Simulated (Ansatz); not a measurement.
`BC(C)CC`, charge 0, multiplicity 1.

Q: Give a relaxed structure at PBE0-D4/def2-TZVP (Ansatz 0.2.0). (Estimate.)

A: Ansatz gave: 
Z-matrix (Å, degrees):
```
C
C 1 1.546
C 1 1.523 2 111.1
B 1 1.554 2 101.2 3 -123.5
H 1 1.097 2 107.1 3 119.6
H 2 1.093 1 112.4 3 -175.8
H 2 1.094 1 109.6 3 -56.0
H 2 1.094 1 111.6 3 62.5
C 3 1.519 1 112.7 2 178.8
H 3 1.097 1 108.9 2 -59.4
H 3 1.097 1 109.7 2 56.5
H 4 1.201 1 120.2 2 92.1
H 4 1.199 1 121.0 2 -81.8
H 9 1.094 3 111.1 1 -59.0
H 9 1.095 3 111.1 1 60.6
H 9 1.092 3 111.7 1 -179.3
```
This is one stationary point; other conformers may exist.
